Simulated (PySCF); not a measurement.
Several molecules and their computed UV-vis stick spectra, shuffled. Method: PySCF 2.14.0, density-fitted response routines, TDDFT CAM-B3LYP/def2-SVPD, vertical, gas phase, core orbitals frozen in the response. Geometries: GFN2-xTB; one conformer of each isolated species. Triplets are in the Tamm–Dancoff approximation.

A. `O=P(O)(O)O`
B. `N#CCCPC1CC1`
C. `c1n[nH]cp1`
D. `C#CC[P@@](=O)(O)C#C`
E. `Cc1cscp1`

Lowest singlet levels (six at most, fewer where fewer were computed) with oscillator strengths:

1. 6.53 eV (f 0.092); 6.68 eV (f 0.083); 7.63 eV (f 0.066); 7.84 eV (f 0.084); 7.84 eV (f 0.002); 7.92 eV (f 0.025); T1 5.47 eV
2. 6.13 eV (f 0.000); 6.39 eV (f 0.003); 6.42 eV (f 0.001); 6.55 eV (f 0.000); 6.71 eV (f 0.025); 6.83 eV (f 0.002); T1 5.06 eV
3. 7.76 eV (f 0.029); 7.99 eV (f 0.021); 8.38 eV (f 0.007); 9.05 eV (f 0.024); 9.17 eV (f 0.016); 9.23 eV (f 0.014); T1 7.52 eV
4. 5.79 eV (f 0.112); 5.86 eV (f 0.010); 6.18 eV (f 0.016); 6.39 eV (f 0.000); 6.52 eV (f 0.002); 6.68 eV (f 0.018); T1 3.81 eV
5. 4.98 eV (f 0.119); 5.19 eV (f 0.030); 5.33 eV (f 0.008); 5.75 eV (f 0.000); 6.24 eV (f 0.112); 6.25 eV (f 0.002); T1 3.07 eV

Problem. Match each spectrum to its molecule.

Solution. 1 = B, 2 = D, 3 = A, 4 = C, 5 = E.
- A: S1 at 7.76 eV, HOMO→LUMO (91%); Löwdin shares by element: HOMO oxygen 89% or more, phosphorus 9%; LUMO oxygen 47% or more, phosphorus 21% (atoms not listed hold the other 32%); HOMO -10.57 and LUMO 0.34 eV.
- B: S1 at 6.53 eV, HOMO→LUMO (85%); Löwdin shares by element: HOMO phosphorus 61%, carbon 22% or more, hydrogen 7% or more; LUMO carbon 38% or more, phosphorus 17% (atoms not listed hold the other 45%); HOMO -8.72 and LUMO 0.84 eV.
- C: S1 at 5.79 eV, HOMO→LUMO (88%); Löwdin shares by element: HOMO phosphorus 40%, carbon 36%, nitrogen 12% or more; LUMO carbon 37%, phosphorus 35%, nitrogen 17% or more; HOMO -8.27 and LUMO 0.49 eV; point group Cs, 1 of its 6 listed states under f = 0.0005.
- D: S1 at 6.13 eV, HOMO-2→LUMO+1 (25%), HOMO-2→LUMO (17%), HOMO-3→LUMO (15%); Löwdin shares by element: HOMO carbon 50% or more, oxygen 30% or more (atoms not listed hold the other 20%); LUMO carbon 54% or more, phosphorus 11%, oxygen 8% or more (atoms not listed hold the other 27%); HOMO -9.52 and LUMO 0.49 eV.
- E: S1 at 4.98 eV, HOMO→LUMO (79%), HOMO-1→LUMO (11%); Löwdin shares by element: HOMO phosphorus 32%, carbon 31% or more, sulfur 25%; LUMO carbon 36% or more, phosphorus 32%, sulfur 20%; HOMO -8.01 and LUMO -0.25 eV; point group Cs, 1 of its 6 listed states under f = 0.0005.
